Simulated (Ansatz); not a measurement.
C2H4BClO can be A, `ClB1CCO1`, or B, `ClC1CBO1`.

Gas-phase electronic energies from Ansatz, PBE0-D4/def2-TZVP geometries. CCSD(T)/CBS adds triple-zeta CCSD(T) − MP2 to the extrapolated MP2 energy (def2 sets, frozen cores). Functionals use def2-TZVPP. B3LYP here is the variant with VWN-RPA as its local correlation; programs differ in this.

Task: Which isomer does CCSD(T)/CBS put lower? Give the gap. (Estimate.)

Result: The calculation gave: A, by 33.6 kcal/mol.

Task: Give E(B) − E(A) in kcal/mol with HF/def2-TZVPP, CCSD/def2-TZVPP, MP2/def2-TZVPP, B3LYP, BLYP-D4, PBE0-D4, PBE-D4. (Best estimate.)

Result: Computed: HF/def2-TZVPP 34.7, CCSD/def2-TZVPP 34.5, MP2/def2-TZVPP 34.9, B3LYP 33.8, BLYP-D4 32.6, PBE0-D4 34.1, PBE-D4 33.2. None reverses the order clearly.

Task: Does the order hold for the free energy at 298.15 K (harmonic terms from PBE0-D4)? (Best estimate.)

Result: Ansatz gave: Yes: G(B) − G(A) = +32.3 kcal/mol.

Largest T1 diagnostic: 0.013.

At CCSD(T), def2-SVP lies +3.4 kcal/mol from the extrapolated value and def2-TZVPP +0.7 kcal/mol. From PBE to PBE0 (25 % exact exchange), in def2-TZVPP and without D4, E(B) − E(A) moves by +0.8 kcal/mol.
